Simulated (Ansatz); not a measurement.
A structure relaxed at PBE0-D4/def2-TZVP, charge 0, multiplicity 1:

```xyz
12

O     2.106    0.198    0.146
Si    0.536   -0.198    0.513
Si   -0.632    1.813    0.762
Si   -0.453   -1.536   -1.145
H     2.721   -0.523    0.007
H     0.465   -0.965    1.795
H    -2.042    1.491    1.119
H    -0.628    2.580   -0.512
H    -0.045    2.655    1.838
H     0.356   -2.766   -1.383
H    -0.568   -0.800   -2.433
H    -1.816   -1.948   -0.707
```

Q: Give its formula and SMILES.

A: H8OSi3, `O[SiH]([SiH3])[SiH3]`.

Q: Summarise the bond lengths by kind.

A: 1 × O–Si 1.660 Å; 1 × H–O 0.958 Å; 2 × Si–Si 2.339 to 2.349 Å; 7 × H–Si 1.487 to 1.496 Å.

Computed with Ansatz.
